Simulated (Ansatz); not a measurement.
Reaction: C3H2F2 (1,3-difluoropropa-1,2-diene, SMILES FC=C=CF) → C3H2F2 (1,1-difluoropropa-1,2-diene, SMILES C=C=C(F)F)
Each species at its own B3LYP-D3(BJ)/def2-TZVP minimum (Ansatz, a program for electronic structure).

Total energies in hartree (Ansatz). Radicals and triplets start from unrestricted determinants; spin-orbit coupling is neglected. Cores are frozen in correlated methods. No relativity. The restricted determinant of C3H2F2 (FC=C=CF, singlet) is unstable towards broken spin symmetry in at least one set run. The restricted determinant of C3H2F2 (C=C=C(F)F, singlet) is unstable towards broken spin symmetry in at least one set run.

```csv
species,HF/cc-pVTZ,CCSD(T)/cc-pVTZ,HF/cc-pVQZ,CCSD(T)/cc-pVQZ,CCSD(T)/cc-pVDZ,CCSDT(Q)/cc-pVDZ
"1: C3H2F2 (1,3-difluoropropa-1,2-diene, SMILES C(=C=CF)F)",-313.66541,-314.68102,-313.68964,-314.77779,-314.36509,-314.36833
"2: C3H2F2 (1,1-difluoropropa-1,2-diene, SMILES FC(F)=C=C)",-313.67166,-314.68672,-313.69541,-314.78287,-314.37248,-314.37553
```

Work out the isomerisation energy (electronic) in kcal/mol: take Hartree-Fock from cc-pVQZ, extrapolate the CCSD(T) correlation energy as X^-3 (X = 3, 4), and add CCSDT(Q) - CCSD(T) in cc-pVDZ. 1 hartree = 627.51 kcal/mol.


Species 1: correlation (64·(-1.08815) - 27·(-1.01561))/37 = -1.14108; step -0.00324; E1 = -313.68964 + (-1.14108) + (-0.00324) = -314.83396
Species 2: correlation (64·(-1.08746) - 27·(-1.01506))/37 = -1.14029; step -0.00305; E2 = -313.69541 + (-1.14029) + (-0.00305) = -314.83875
-1·E1 +1·E2 = -0.00479 hartree = -3.0 kcal/mol.
